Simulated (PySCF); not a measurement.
State search for SrTl⁺

Unrestricted PBE0; Sr def2-SVPD with ECP28, Tl def2-SVPD with ECP60; scalar-relativistic core potentials (PySCF 2.14). Outer shells of the fragments: Sr+ 5s1; Tl 5d10 6s2 6p1.

Followed along the bond (rough minima from three points):

| 2Ms+1 | unpaired | ⟨S²⟩ at the start | R at minimum (Å) | Te (eV) |
| --- | --- | --- | --- | --- |
| 1 | none | 0.00 | 3.85 | 0.00 |
| 3 | σ ↑↑ | 2.00 | 4.10 | 0.77 |
| 3 | σ ↑, π ↑ | 2.00 | 3.36 | 0.78 |
| 1 | σ ↑, π ↓ | 1.00 | 3.39 | 1.05 |
| 3 | π ↑↑ | 2.00 | none in the scan | ≤ 1.74 |

Solutions found at the starting distance of 3.240 Å, counted from the lowest of them; the search is not exhaustive and high or unbound solutions are not listed, so other states can lie among these:

```json
{"2Ms+1": "1", "unpaired": "none", "term": "¹Σ⁺", "E (eV)": "0.00", "⟨S²⟩": "0.00", "⟨Lz²⟩": "0.00", "μ (D)": "-7.01"}
{"2Ms+1": "3", "unpaired": "σ ↑, π ↑", "term": "³Π", "E (eV)": "0.47", "⟨S²⟩": "2.00", "⟨Lz²⟩": "1.00", "μ (D)": "-9.40"}
{"2Ms+1": "1", "unpaired": "σ ↑, π ↓", "term": "mixed", "E (eV)": "0.73", "⟨S²⟩": "1.00", "⟨Lz²⟩": "1.01", "μ (D)": "-8.95"}
{"2Ms+1": "3", "unpaired": "σ ↑↑", "term": "³Σ⁺", "E (eV)": "0.82", "⟨S²⟩": "2.00", "⟨Lz²⟩": "0.00", "μ (D)": "-5.89"}
{"2Ms+1": "3", "unpaired": "π ↑↑", "term": "³Σ⁻", "E (eV)": "1.56", "⟨S²⟩": "2.00", "⟨Lz²⟩": "0.00", "μ (D)": "-11.42"}
{"2Ms+1": "1", "unpaired": "π ↑↓", "term": "mixed", "E (eV)": "1.74", "⟨S²⟩": "1.00", "⟨Lz²⟩": "2.00", "μ (D)": "-11.41"}
{"2Ms+1": "3", "unpaired": "σ ↑, δ ↑", "term": "³Δ", "E (eV)": "1.94", "⟨S²⟩": "2.00", "⟨Lz²⟩": "4.00", "μ (D)": "-5.70"}
{"2Ms+1": "1", "unpaired": "σ ↑, δ ↓", "term": "mixed", "E (eV)": "2.02", "⟨S²⟩": "1.00", "⟨Lz²⟩": "4.00", "μ (D)": "-6.21"}
{"2Ms+1": "1", "unpaired": "none", "term": "mixed", "E (eV)": "2.16", "⟨S²⟩": "0.00", "⟨Lz²⟩": "2.00", "μ (D)": "-11.18"}
```

A term symbol is given only where ⟨S²⟩ and ⟨Lz²⟩ are close to those of a pure state; real π, δ and φ orbitals otherwise mix terms. A positive dipole points towards Tl; it is taken about the centre of mass and depends on that origin.

Task: Compare the gap between the two lowest followed solutions at the starting distance with the gap between their minima.

Result: At PBE0 the second solution (triplet, unpaired electrons σ ↑↑) lies +0.82 eV from the first (singlet, closed shell) at 3.240 Å and +0.77 eV at the minima; the two curves relax by different amounts, since their minima lie near 4.10 and 3.85 Å.

Spin–orbit coupling is left out, which matters for elements this heavy, above all for dissociation energies.
